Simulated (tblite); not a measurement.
Compound: C7H10OSi.
Numbering: `[CH:1]#[C:2][C@@:3]1([SiH3:4])[CH2:5][C@@H:6]1[C:7]([CH3:8])=[O:9]` (hydrogens: H10 on C1; H11, H12, H13 on Si4; H14, H15 on C5; H16 on C6; H17, H18, H19 on C8)

Structure optimised with GFN2-xTB, isolated species.

Some entries are withheld. Bonds in one row agree within 0.01 Å.

```
            coordinate    value
                 C1≡C2  1.199 Å
                 C2–C3  1.423 Å
                C3–Si4        ?
                 C3–C5  1.490 Å
                 C5–C6  1.513 Å
                 C6–C7        ?
                 C7–C8        ?
                 C7=O9  1.217 Å
                 C3–C6  1.527 Å
                C1–H10  1.049 Å
      Si4–H11, Si4–H12  1.457 Å
               Si4–H13  1.477 Å
                C5–H14  1.080 Å
                C5–H15  1.082 Å
                C6–H16  1.083 Å
C8–H17, C8–H18, C8–H19  1.088 Å
              C1–C2–C3        ?
             C2–C3–Si4   116.7°
              C2–C3–C5   117.4°
              C2–C3–C6   115.2°
             Si4–C3–C5   117.9°
             Si4–C3–C6   117.4°
              C5–C3–C6    60.2°
              C3–C5–C6    61.1°
              C5–C6–C7        ?
              C3–C6–C5        ?
              C3–C6–C7   115.3°
              C6–C7–C8   116.7°
              C6–C7–O9   121.1°
              C8–C7–O9   122.3°
```

Question: Fill in the missing values.

Answer: 
- C3–Si4 = 1.910 Å, drawn single (sp3 carbon bound to silicon to SiH3 silicon); 0.04 Å above the sum of covalent radii, 1.87 Å.
- C6–C7 = 1.463 Å, drawn single (sp3 carbon next to a carbonyl to ketone carbonyl carbon); 0.03 Å below the sum of covalent radii, 1.49 Å.
- C7–C8 = 1.505 Å, drawn single (ketone carbonyl carbon to methyl carbon next to a carbonyl); 0.01 Å above the sum of covalent radii, 1.49 Å.
- C1–C2–C3 = 179.3°, at the alkyne carbon; the outer atoms are 2.622 Å apart.
- C5–C6–C7 = 117.3°, at the sp3 carbon next to a carbonyl; the outer atoms are 2.542 Å apart.
- C3–C6–C5 = 58.7°, at the sp3 carbon next to a carbonyl, inside a 3-membered ring; the outer atoms are 1.490 Å apart.

Radii are Cordero's, carbon taken as 0.76, 0.73 or 0.69 Å for four, three, and two or fewer neighbours.

Its GFN2-xTB frequencies are all real (lowest 77 cm⁻¹). The numbers are those of one conformer (C5–C6–C7–C8 131°). Si4 and O9 aren't drawn bonded (4 bonds apart) but lie 2.50 Å from each other; Cordero's covalent radii sum to 1.77 Å.

These are computed values.
